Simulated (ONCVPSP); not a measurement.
Cutoff test, tantalum, ONCV

| Property | Result |
| --- | --- |
| Element | tantalum |
| Generator | ONCVPSP 4.0.1 |
| Type | optimised norm-conserving Vanderbilt (ONCV) |
| Functional | PBE |
| Relativity | scalar-relativistic |
| Frozen core | [Kr] 4d10 |
| Valence charge | 27 |
| Reference configuration | 4f14 5s2 5p6 5d3 6s2 |
| Partial waves | 5s+6s: rc 1.75 bohr, ncon 4, nbas 9, qcut 8.3 1/bohr, 2 projectors; 5p: rc 1.40 bohr, ncon 4, nbas 8, qcut 5.7 1/bohr, 3 projectors, debl 0.5 Ha; 5d: rc 2.75 bohr, ncon 5, nbas 9, qcut 6.6 1/bohr, 2 projectors, debl 3.5 Ha; 4f: rc 0.85 bohr, ncon 4, nbas 9, qcut 18.5 1/bohr, 1 projector |
| Local potential | polynomial inside 0.75 bohr (lpopt 5, dvloc0 -1 Ha) |
| Core correction | Teter function, fcfact 3, rcfact 0.94 |

In the p channel the program set the typed energies aside and used -1.448, 0.250, 0.750 Ha.

Problem. For each optimised wave give the share of its norm inside rc, the residual kinetic energy above qcut (Ha) and the cutoffs (Ha) for errors of 10, 1, 0.1 and 0.01 mHa per electron.

Solution.

```csv
wave,norm inside rc,residual KE,10 mHa,1 mHa,0.1 mHa,0.01 mHa
5s,0.948,6.1e-08,16.8,21.8,25.6,28.8
6s,0.059,7.0e-08,13.2,19.5,24.4,28.3
5p,0.646,5.4e-03,12.7,64.4,103.2,136.1
p projector 2,0.077,1.7e-03,7.1,18.3,54.4,119.1
p projector 3,0.043,1.3e-03,6.8,17.4,38.6,93.9
5d,0.743,4.6e-09,9.1,12.2,14.8,16.9
d projector 2,0.207,3.8e-06,12.5,15.2,17.2,20.0
4f,0.794,2.4e-04,143.6,159.9,266.2,505.5
```

The occupied waves need 160 Ha and 266 Ha for 1 and 0.1 mHa. Note: ghosts flagged at negative energy: s at -465.5 eV; GHOST(+) flagged for p at 176.8 eV, d at 487.1 eV. A true bound ghost makes a file unfit for plane-wave use.
